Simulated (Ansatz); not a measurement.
`[Cl][K]` + NH₃ → `[NH2][K]` + HCl at 600 K and 1 bar (ligand exchange at a K–Cl bond).

Isolated molecules relaxed with PBE0-D4/def2-TZVP in Ansatz; ΔE leaves out vibrations. CCSD(T)/CBS is the MP2 limit (def2-TZVPP, def2-QZVPP) plus CCSD(T) − MP2 in def2-TZVPP, frozen cores. This one scheme is used for every species. For K outer-core shells are correlated without core-valence functions, which leaves a few kJ/mol of doubt a bond. Scalar relativity is left out up to krypton.

```json
{"species": "`[Cl][K]`", "CCSD(T)/CBS energy (Eh)": "-1059.29673", "H − E (kJ/mol)": "22.6", "S (J/(mol·K))": "264.8"}
{"species": "NH₃", "CCSD(T)/CBS energy (Eh)": "-56.50880", "H − E (kJ/mol)": "112.4", "S (J/(mol·K))": "219.5"}
{"species": "`[NH2][K]`", "CCSD(T)/CBS energy (Eh)": "-655.33366", "H − E (kJ/mol)": "87.3", "S (J/(mol·K))": "294.7"}
{"species": "HCl", "CCSD(T)/CBS energy (Eh)": "-460.38127", "H − E (kJ/mol)": "35.4", "S (J/(mol·K))": "207.2"}
```

H − E and S are ideal-gas, rigid-rotor, harmonic terms from PBE0-D4/def2-TZVP. 1 Eh = 2625.50 kJ/mol, R = 8.31446 J/(mol·K).

By hand: ΔE, ΔH, ΔS and ΔG.

ΔE = (-655.33366) + (-460.38127) − (-1059.29673) − (-56.50880) = 0.09060 Eh = 237.9 kJ/mol. Δ(H − E) = 87.3 + 35.4 − 22.6 − 112.4 = -12.3, so ΔH = 225.6 kJ/mol. ΔS = 294.7 + 207.2 − 264.8 − 219.5 = 17.6 J/(mol·K). ΔG = 225.6 − 600 × (17.6)/1000 = 215.0 kJ/mol.

By hand: the equilibrium constant, and the temperature at which ΔG would vanish if ΔH and ΔS stayed fixed.

log₁₀ K = −ΔG/(RT ln 10) = -18.7. ΔG = 0 at ΔH/ΔS = 12818 K, far beyond where these terms or the molecules hold.

ΔH outweighs TΔS. A doubt of 5 kJ/mol in ΔE shifts log₁₀ K by 0.4 here. These are equilibria of isolated gas molecules and say nothing of rates. Largest T1 diagnostic: 0.010 (customary marks: 0.02 for closed shells, 0.045 for open ones).
